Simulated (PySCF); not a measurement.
KF, SMILES [F][K]. Atoms are numbered in the order given.

```xyz
2

K      0.0000     0.0000    -0.7119
F      0.0000     0.0000     1.5029
```
Charge 0, spin multiplicity 1.

Coordinates come from a PBE-D3(BJ)/def2-TZVPD optimisation.

The numbers are results of KT2/pcSseg-2 in PySCF, not measurements.

GIAO shieldings, no solvent; atoms alike by connectivity are averaged. δ = σ(ref) − σ: ¹⁹F against CFCl3 (σ = 125.1 ppm), references at their B3LYP-D3(BJ)/def2-TZVP geometries, non-relativistic.

| nucleus | atoms | count | δ (ppm) |
|---|---|---|---|
| ¹⁹F | F2 | 1 | -102.1 |
